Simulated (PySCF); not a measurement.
NbO₂Br, SMILES [O]=[Nb](=[O])[Br], multiplicity 1.

Coordinates come from a B3LYP-D3(BJ)/def2-SVP optimisation. The multiplicity is an assumed one; other spin states were not compared. The def2 effective core potentials stand for the cores of Nb; spin–orbit coupling is left out.

Two levels are set side by side: PBE/def2-TZVPD (PySCF) and M06-2X/def2-TZVPD (PySCF). Same geometry, gas phase. Differences are taken from unrounded values.

| quantity | M06-2X | PBE | PBE minus M06-2X |
|---|---|---|---|
| orbital gap (eV) | 6.55 | 2.53 | -4.02 |
| highest occupied level (eV) | -9.99 | -7.26 | 2.73 |
| lowest empty level (eV) | -3.44 | -4.73 | -1.29 |
| dipole moment (D) | 4.46 | 4.10 | -0.36 |
| mean polarisability (bohr³) | 63.1 | 67.0 | 3.8 |

PBE's occupied levels lie high since its potential decays too fast outside the molecule; exact exchange lowers them and widens the gap. PBE's more diffuse valence density responds more strongly to a field. Differences between two approximate levels are no errors against the true value.

Rough cost on one machine, each run with all the roots and properties that it gave: M06-2X against PBE about 3 times.
